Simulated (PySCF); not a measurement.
CH6SiTe, SMILES C[Te][SiH3].

Coordinates come from a B3LYP-D3(BJ)/def2-SVP optimisation. The def2 effective core potentials stand for the cores of Te; spin–orbit coupling is left out.

Computed with PBE0/def2-TZVPD (PySCF).

Symmetry labels are those of the subgroup Cs that the program uses (full group Cs).

Computed valence orbital energies around the gap with their symmetry:
```tsv
orbital	symmetry	energy (eV)
HOMO−7	A'	-14.56
HOMO−6	A'	-11.89
HOMO−5	A"	-11.88
HOMO−4	A'	-10.17
HOMO−3	A"	-9.98
HOMO−2	A'	-9.01
HOMO−1	A'	-8.10
HOMO	A"	-6.15
LUMO	A'	-0.97
LUMO+1	A'	-0.32
LUMO+2	A'	0.22
LUMO+3	A'	0.74
```
